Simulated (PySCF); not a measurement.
A mixed set of molecules.

All values: CAM-B3LYP/def2-SVPD (PySCF) at GFN2-xTB geometries, gas phase, one conformer each. Core orbitals are frozen in the response; Δα² is half the sum of the squared differences of the principal polarisabilities.

Task: Rank by HOMO energy, lowest first.
A. `O=C1OC=CO[SiH2]1`
B. `C#CC#C[C@@H](C#N)N=C`
C. `O=C(O)C#C[SiH2]O`
D. `N(C)[SiH2]SC(=C)C`
E. `O1[SiH2]OC(=O)C1=C`
F. `C=N[SiH2][C@@H](C)CS`

Result: C (-9.88 eV), B (-9.09 eV), E (-8.91 eV), A (-8.32 eV), F (-7.99 eV), D (-7.62 eV).

Task: Rank by HOMO–LUMO gap, highest first.
A. `[SiH2](C#CC(O)=O)O`
B. `O=C1OC=CO[SiH2]1`
C. `C=C(C)S[SiH2]NC`
D. `C#CC#C[C@@H](C#N)N=C`

Result: A (9.15 eV), D (8.69 eV), C (8.52 eV), B (8.18 eV).

Task: Rank by dipole moment, lowest first.
A. `[SiH2]1OC(C(O1)=O)=C`
B. `[CH2:1]=[N:2][SiH2:3][C@@H:4]([CH3:5])[CH2:6][SH:7]` with C1–N2–Si3–C4 -121°, N2–Si3–C4–C5 -177°, Si3–C4–C6–S7 175°, C4–C6–S7–H -60°
C. `O=C1OC=CO[SiH2]1`
D. `[CH3:1][CH:2]([CH3:3])[C@H:4]1[CH2:5][S:6][SiH2:7]1` with C1–C2–C4–C5 -174°, C2–C4–C5–S6 136°, C4–C5–S6–Si7 -10°, C5–S6–Si7–C4 8°, C2–C4–Si7–S6 -131°
E. `[O:1]=[C:2]([OH:3])[C:4]#[C:5][SiH2:6][OH:7]` with O1–C2–O3–H 0°, C5–Si6–O7–H 53°
F. `[CH2:1]=[C:2]([CH3:3])[S:4][SiH2:5][NH:6][CH3:7]` with C1–C2–S4–Si5 0°, C2–S4–Si5–N6 -63°, S4–Si5–N6–C7 -178°

Result: E (1.17 D), F (1.77 D), D (2.40 D), B (2.97 D), C (3.21 D), A (3.73 D).

All values together:

```
              SMILES    formula  μ (D)  HOMO (eV)  LUMO (eV)  α (Å³)  Δα (Å³)  electrons  α per electron (Å³)
C#CC#C[C@@H](C#N)N=C     C7H4N2   2.14      -9.09      -0.40   14.16    11.16         60                0.236
    C=C1O[SiH2]OC1=O   C3H4O3Si   3.73      -8.91      -0.37    9.73     4.84         60                0.162
     C=C(C)S[SiH2]NC  C4H11NSSi   1.77      -7.62       0.89   15.44     5.34         72                0.214
C=N[SiH2][C@@H](C)CS  C4H11NSSi   2.97      -7.99       0.16   15.53     5.14         72                0.216
CC(C)[C@H]1CS[SiH2]1   C5H12SSi   2.40      -7.92       0.62   15.27     4.13         72                0.212
    O=C1OC=CO[SiH2]1   C3H4O3Si   3.21      -8.32      -0.14    9.85     3.95         60                0.164
    O=C(O)C#C[SiH2]O   C3H4O3Si   1.17      -9.88      -0.73   10.81     7.23         60                0.180
```

Conformers: `[CH:1]#[C:2][C:3]#[C:4][C@@H:5]([C:6]#[N:7])[N:8]=[CH2:9]` with C4–C5–N8–C9 -107°; `[CH2:1]=[C:2]([CH3:3])[S:4][SiH2:5][NH:6][CH3:7]` with C1–C2–S4–Si5 0°, C2–S4–Si5–N6 -63°, S4–Si5–N6–C7 -178°; `[CH2:1]=[N:2][SiH2:3][C@@H:4]([CH3:5])[CH2:6][SH:7]` with C1–N2–Si3–C4 -121°, N2–Si3–C4–C5 -177°, Si3–C4–C6–S7 175°, C4–C6–S7–H -60°; `[CH3:1][CH:2]([CH3:3])[C@H:4]1[CH2:5][S:6][SiH2:7]1` with C1–C2–C4–C5 -174°, C2–C4–C5–S6 136°, C4–C5–S6–Si7 -10°, C5–S6–Si7–C4 8°, C2–C4–Si7–S6 -131°; `[O:1]=[C:2]([OH:3])[C:4]#[C:5][SiH2:6][OH:7]` with O1–C2–O3–H 0°, C5–Si6–O7–H 53°.

Task: How closely does the mean polarisability follow the number of electrons in this set?

Result: The correlation coefficient is 0.84; α per electron runs from 0.162 to 0.236 Å³.
